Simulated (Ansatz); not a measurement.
Input file for Ansatz (an electronic-structure program): FCI/cc-pVDZ on BeH2 (SMILES [BeH2]), a point of a bond scan (R = 3.458 Å).

Ansatz 0.2 input:
```yaml
crystal:
  periodic: [false, false, false]
  atoms:
    - {symbol: Be, position_ang: [0.00000000, 0.00000000, 0.00000000]}
    - {symbol: H, position_ang: [-0.00000000, -0.00000000, -3.45822604]}
    - {symbol: H, position_ang: [0.00000000, 0.00000000, 1.33008694]}
basis:
  gaussian:
    orbitals: cc-pVDZ
magnetization: {spin_polarized: false}
correlation: {method: fci, electrons: all}
```

Output:

```
Functional definition: HF
[...]
integrals: 0.00 GiB planned
391 factors; integrals over basis functions are off by at most 1.9e-7 eV
mean field: 0.04 GiB planned
mean field evaluation 1: about -421.0092 eV, gradient 1.4e1 eV
mean field evaluation 2: about -421.0170 eV, gradient 1.4e1 eV
mean field evaluation 4: about -423.5336 eV, gradient 2.0e0 eV
mean field evaluation 8: about -423.5794 eV, gradient 1.1e-3 eV
mean field evaluation 16: about -420.6847 eV, gradient 1.1e-1 eV
mean field evaluation 32: about -420.6818 eV, gradient 1.2e-1 eV
mean field -423.57937624 eV, -15.5662549643 hartree, gradient 2.8e-6 eV, S^2 0.000000; 1 other end points of the search recorded, 0 dependent functions left out; unrestricted orbitals would lower it
unrestricted determinant -425.86518963 eV, -15.6502570573 hartree, S^2 0.9626
reference -423.57937624 eV, -15.5662549643 hartree; 3, 3 occupied and 21, 21 virtual orbitals, 391 factors
configuration interaction: 0.36 GiB planned
state -427.07944645 eV, -15.6948801721 hartree
Total energy: -427.07944645 eV, -15.6948801721 hartree
```

Self-consistency was reached.

Cost: around 4 core-seconds (rough).
